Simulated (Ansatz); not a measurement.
[VO3(OH)]2- (VO4H²⁻), 6 atoms. Hardware: 4 threads of Arm Neoverse V2 on a shared host.

The 6-31G sets use Cartesian d functions. Correlated methods freeze 9 core orbitals; core or outer-core shells of V are correlated, in sets that lack core-valence functions. A multiply charged anion in the gas phase is held together partly by the finite basis.

Problem. How many basis functions does each of these Ansatz runs have, and roughly what does it cost? r2SCAN-D4/def2-TZVPD, charge -2 singlet, energy and forces, from earlier orbitals; r2SCAN-D4/def2-TZVPD, charge -2 triplet at the geometry of the charge -2 singlet, energy, from earlier orbitals; CAM-B3LYP-D4/def2-TZVPD, charge -2 singlet, energy, from earlier orbitals; PBE-QIDH/def2-TZVPD, charge -2 singlet, energy, from earlier orbitals; B3LYP-D4/def2-TZVPD, charge -2 singlet, energy, from earlier orbitals; RPA@PBE/def2-TZVPD, charge -2 singlet, energy, from earlier orbitals; PBE-D4/def2-TZVPD, charge -2 triplet at the geometry of the charge -2 singlet, energy, from earlier orbitals; PBE0-D4/def2-SVPD, charge -2 singlet, energy, from earlier orbitals; revPBE-D4/def2-TZVPD, charge -2 singlet, energy, from earlier orbitals; BLYP-D4/def2-TZVPD, charge -2 singlet, energy, from earlier orbitals; CCSD(T)/def2-SVPD, charge -2 singlet, energy, from earlier orbitals; B3LYP-D4/6-31G, charge -2 singlet, energy.

Solution. Other jobs shared the machine, so times can vary by a factor of up to 3. A dash marks memory too small to be measured apart from the calling script's.

| run | functions | fitting or Cholesky vectors | wall time | peak host memory (GiB) |
| --- | --- | --- | --- | --- |
| B3LYP-D4/6-31G, charge -2 singlet, energy | 67 | 731 | 1.1 s | – |
| PBE0-D4/def2-SVPD, charge -2 singlet, energy, from earlier orbitals | 134 | 1314 | 2 s | – |
| revPBE-D4/def2-TZVPD, charge -2 singlet, energy, from earlier orbitals | 217 | 1240 | 2.4 s | – |
| BLYP-D4/def2-TZVPD, charge -2 singlet, energy, from earlier orbitals | 217 | 1240 | 3 s | – |
| B3LYP-D4/def2-TZVPD, charge -2 singlet, energy, from earlier orbitals | 217 | 1294 | 3.9 s | 0.56 |
| CAM-B3LYP-D4/def2-TZVPD, charge -2 singlet, energy, from earlier orbitals | 217 | 1279 | 4.5 s | 0.63 |
| r2SCAN-D4/def2-TZVPD, charge -2 singlet, energy and forces, from earlier orbitals | 217 | 1240 | 5.5 s | – |
| RPA@PBE/def2-TZVPD, charge -2 singlet, energy, from earlier orbitals | 217 | 1491 | 6.5 s | 0.55 |
| PBE-QIDH/def2-TZVPD, charge -2 singlet, energy, from earlier orbitals | 217 | 1491 | 7 s | 0.58 |
| PBE-D4/def2-TZVPD, charge -2 triplet at the geometry of the charge -2 singlet, energy, from earlier orbitals | 217 | 1240 | 19 s | 0.63 |
| CCSD(T)/def2-SVPD, charge -2 singlet, energy, from earlier orbitals | 134 | 1332 | 31 s | 1 |
| r2SCAN-D4/def2-TZVPD, charge -2 triplet at the geometry of the charge -2 singlet, energy, from earlier orbitals | 217 | 1240 | 37 s | 0.71 |
